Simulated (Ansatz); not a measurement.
Calculated with Ansatz (gas phase, PBE0-D4/def2-TZVP geometries, no zero-point term in ΔE). CCSD(T)/CBS is the MP2 limit (def2-TZVPP, def2-QZVPP) plus CCSD(T) − MP2 in def2-TZVPP, frozen cores. This one scheme is used for every species. Functionals use def2-TZVPP. B3LYP here is the variant with VWN-RPA as its local correlation; programs differ in this. HSE06 is defined as in plane-wave codes. One conformer a species, not always the lowest.

`FB(F)[Si](Cl)(Cl)Cl` + CH₃NH₂ → `CN[Si](Cl)(Cl)Cl` + `FBF`  (cleavage of the Si–B bond)

| level | ΔE (kJ/mol) | difference from CCSD(T)/CBS |
| --- | --- | --- |
| PBE-D4 | -85.5 | 20.2 |
| B97M-V | -98.7 | 7.0 |
| B3LYP-D4 | -101.2 | 4.5 |
| HSE06-D4 | -94.0 | 11.7 |
| BHLYP-D4 | -110.2 | -4.5 |
| ωB97X-V | -101.1 | 4.6 |
| revPBE | -76.9 | 28.8 |
| BLYP | -87.0 | 18.7 |
| PBE0 | -91.1 | 14.6 |
| B3LYP | -95.4 | 10.3 |
| RPA@PBE/def2-TZVPP | -99.1 | 6.6 |
| CCSD/def2-SVP | -105.2 | 0.5 |
| CCSD(T)/def2-SVP | -103.5 | 2.2 |
| HF/def2-TZVPP | -112.5 | -6.8 |
| MP2/CBS(def2) | -115.9 | -10.2 |
| CCSD/CBS(def2) | -106.9 | -1.2 |
| CCSD(T)/CBS | -105.7 | 0 |

Largest T1 diagnostic among the species: 0.013.

From PBE to PBE0 (25 % exact exchange), in def2-TZVPP and without D4, ΔE moves by −9.3 kJ/mol. The D4 term adds −5.8 kJ/mol with B3LYP and −3.2 kJ/mol with PBE0; it sums over pairs of atoms, weighted by their polarisabilities, and B3LYP, whose exchange is more repulsive, gets the larger term.
